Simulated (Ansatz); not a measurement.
SbMe2(OEt) (C4H11OSb). Charge 0, multiplicity 1. Geometry PBE-D4/def2-SVP.

```xyz
17

C    -1.221   -1.004   -2.088
C    -0.422   -2.472    0.604
C     0.210    1.672    0.893
C     1.604    2.278    0.812
O     0.205    0.474    0.140
Sb   -1.496   -0.651    0.050
H    -0.131   -0.965   -2.279
H    -1.730   -0.218   -2.679
H    -1.623   -1.997   -2.372
H    -0.389   -2.580    1.705
H     0.608   -2.372    0.210
H    -0.913   -3.362    0.162
H    -0.538    2.413    0.510
H    -0.054    1.497    1.968
H     1.661    3.226    1.385
H     2.356    1.573    1.221
H     1.874    2.487   -0.243
```

In the def2 sets Sb takes a core potential; there is no spin–orbit coupling.

Question: Estimate the orbital energies around the gap (eV) in Ansatz with PBE-D4/def2-SVP, PBE-D4/def2-TZVP, PBE0-D4/def2-SVP, PBE0-D4/def2-TZVP, CAM-B3LYP-D4/def2-TZVP.

Answer: 
```tsv
orbital	PBE-D4/def2-SVP	PBE-D4/def2-TZVP	PBE0-D4/def2-SVP	PBE0-D4/def2-TZVP	CAM-B3LYP-D4/def2-TZVP
HOMO−13	-12.87	-12.95	-14.62	-14.66	-16.30
HOMO−12	-10.84	-10.96	-12.59	-12.67	-14.25
HOMO−11	-10.53	-10.63	-12.10	-12.16	-13.66
HOMO−10	-9.87	-9.97	-11.49	-11.54	-13.05
HOMO−9	-9.73	-9.83	-11.32	-11.37	-12.86
HOMO−8	-9.47	-9.57	-11.06	-11.11	-12.59
HOMO−7	-9.37	-9.48	-10.96	-11.02	-12.49
HOMO−6	-9.26	-9.41	-10.87	-10.96	-12.41
HOMO−5	-8.58	-8.70	-10.06	-10.12	-11.57
HOMO−4	-8.34	-8.47	-9.89	-9.97	-11.45
HOMO−3	-7.24	-7.29	-8.54	-8.55	-9.90
HOMO−2	-6.78	-6.92	-8.16	-8.26	-9.63
HOMO−1	-5.58	-5.75	-6.96	-7.13	-8.53
HOMO	-5.39	-5.64	-6.68	-6.79	-8.05
LUMO	-1.29	-1.52	-0.51	-0.73	0.20
LUMO+1	-0.39	-0.73	0.36	-0.01	0.82
LUMO+2	0.98	0.38	1.86	1.18	1.97
LUMO+3	1.37	0.55	2.33	1.31	2.03
LUMO+4	1.70	1.05	2.61	1.86	2.63
LUMO+5	2.46	1.81	3.37	2.62	3.44
```
